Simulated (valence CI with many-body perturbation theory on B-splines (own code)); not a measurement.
Cs XLIX: key properties

Level of theory: configuration interaction combined with many-body perturbation theory (CI+MBPT): five valence electrons over a frozen Dirac-Fock core [He], a basis of 9 s, 9 p, 8 d, 6 f, 3 g, 1 h functions for each j, with the one-electron correlation potential Σ1 (screened to all orders), the two-electron term Σ2, the three-electron term Σ3, Breit, model QED; selected single and double excitations, second order for the rest, scaled by the run's own slope (own B-spline code, finite nucleus).

The last digits are not significant, and no measured levels were compared; by estimate large intervals hold to a few tenths of a per cent, small ones and those within an open d or f shell to about a per cent. Among the levels kept, up to 4100 cm⁻¹ of a level comes from second order outside the variational space, and about a tenth of that is noise between levels of different J, which matters for small intervals.

Levels are named by their leading jj configuration (3d3/2^4 stands for four electrons in 3d with j = 3/2), which in mixed levels can hold well under half, so a name can repeat and another be missing.

Rates and lifetimes use the calculated energies. Strong lines usually hold to 10 to 20 %, long lifetimes can be off by a factor of two.

**Question.** What is the ground level?

**Answer.** (2s^2 2p1/2^2 2p3/2) J=3/2, composition 47 % 2s²2p³ ²P° + 27 % 2s²2p³ ⁴S° + 26 % 2s²2p³ ²D°, g = 1.356.

**Question.** How well does LS coupling describe the low levels?

**Answer.** Among the lowest 20 levels the leading LS term, summed over configurations, holds 62 % on average. For single configurations the figures are 62 % in LS and 99 % in jj coupling. Terms mix most in the J = 3/2 level at 363.15 Ry, where the leading one holds 32 %.

**Question.** Among levels below 405.12 Ry, which E1 lines absorb most strongly from the ground level?

**Answer.** to (2s^2 2p1/2^2 3d5/2) J=5/2 at 0.2458 nm, f = 0.529; to (2s 2p1/2^2 2p3/2 3p1/2) J=5/2 at 0.2305 nm, f = 0.416; to (2s^2 2p1/2 2p3/2 3d3/2) J=3/2 at 0.2298 nm, f = 0.236.

**Question.** What are the static dipole polarisabilities of the lowest levels?

**Answer.** (2s^2 2p1/2^2 2p3/2) J=3/2 0.000339 (tensor 6.6e-05) bohr³, of which the core gives 8.47e-07.

**Question.** What is the ionisation energy?

**Answer.** 8726.3 eV; NIST lists 8726 ± 4 eV (theoretical).

**Question.** Where does the other parity begin?

**Answer.** At (2s 2p1/2^2 2p3/2^2) J=5/2, 42.23 Ry.

**Question.** Name the longest-lived excited levels whose lifetime is computed, and their main decay.

**Answer.** (2s^2 2p1/2 2p3/2^2) J=5/2 at 27.28 Ry lives 13.3 ns, mostly by M1 to (2s^2 2p1/2^2 2p3/2) J=3/2; (2s^2 2p1/2 2p3/2^2) J=1/2 at 29.65 Ry lives 3.51 ns, mostly by M1 to (2s^2 2p1/2^2 2p3/2) J=3/2; (2s^2 2p1/2 2p3/2^2) J=3/2 at 25.79 Ry lives 2.29 ns, mostly by M1 to (2s^2 2p1/2^2 2p3/2) J=3/2.
